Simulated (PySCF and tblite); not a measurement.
The numbers below are computed, except where a source is named.
System: C3H9NSi, numbered as in [CH3:1][C@@H:2]1[CH2:3][N:4]1[SiH3:5].

Geometries: PBE0-D3(BJ)/def2-SVP; energies: PBE0/pcSseg-1 + D3(BJ); zero-point and thermal terms from GFN2-xTB harmonic modes (soft modes blended into free rotors). Rate constants are transition-state-theory values, counting equivalent paths, without tunnelling. (PySCF 2.14 with density fitting, tblite 0.8.)

Task: What barrier does the pyramidal inversion at N4 meet, and how fast is it at 298 K?

Result: The electronic barrier is 2.2 kcal/mol and ΔG‡(298 K) 1.8 kcal/mol, over a C1 saddle with an imaginary mode of 157i cm⁻¹ (GFN2-xTB). With 1 equivalent path, k is 3×10¹¹ s⁻¹, a mean lifetime of the start of 3.3 ps against this motion. The end lies 1.3 kcal/mol below the start in free energy.
